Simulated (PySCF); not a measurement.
ethylmethylamine (C₃H₉N), SMILES CCNC. Atoms are numbered in the order given.

```xyz
13

C     -1.8847    -0.0928     0.2592
C     -0.4820    -0.5212    -0.1518
N      0.4880     0.5291     0.1005
C      1.8469     0.1783    -0.2570
H     -2.1739     0.8319    -0.2635
H     -2.6238    -0.8755     0.0281
H     -1.9374     0.1031     1.3441
H     -0.2210    -1.4808     0.3555
H     -0.4661    -0.7452    -1.2342
H      0.4454     0.8037     1.0816
H      2.5324     0.9994     0.0055
H      1.9200     0.0264    -1.3477
H      2.2271    -0.7519     0.2248
```

Geometry: B3LYP-D3(BJ)/def2-SVP. The values are those of a single conformer.

The numbers are results of PySCF with TDA-B3LYP/def2-SVPD, not measurements.

Vertical excitations. 

Computed excitation energies, oscillator strengths and character:
```
state  energy (eV)  λ (nm)      f        main pairs
-----  -----------  ------  -----  ----------------
S1            5.67     219  0.006    HOMO→LUMO 97 %
S2            6.31     197  0.021  HOMO→LUMO+1 98 %
S3            6.54     189  0.029  HOMO→LUMO+2 97 %
S4            7.16     173  0.035  HOMO→LUMO+3 97 %
S5            7.51     165  0.092  HOMO→LUMO+4 98 %
S6            7.81     159  0.011  HOMO→LUMO+5 96 %
S7            8.39     148  0.004  HOMO→LUMO+6 85 %
S8            8.51     146  0.034  HOMO→LUMO+7 85 %
S9            8.55     145  0.057  HOMO→LUMO+8 93 %
S10           8.78     141  0.001  HOMO→LUMO+9 86 %
T1            5.46     227      0    HOMO→LUMO 93 %
T2            6.23     199      0  HOMO→LUMO+1 95 %
T3            6.37     195      0  HOMO→LUMO+2 89 %
T4            7.00     177      0  HOMO→LUMO+3 93 %
```
Triplets are in the Tamm–Dancoff approximation.
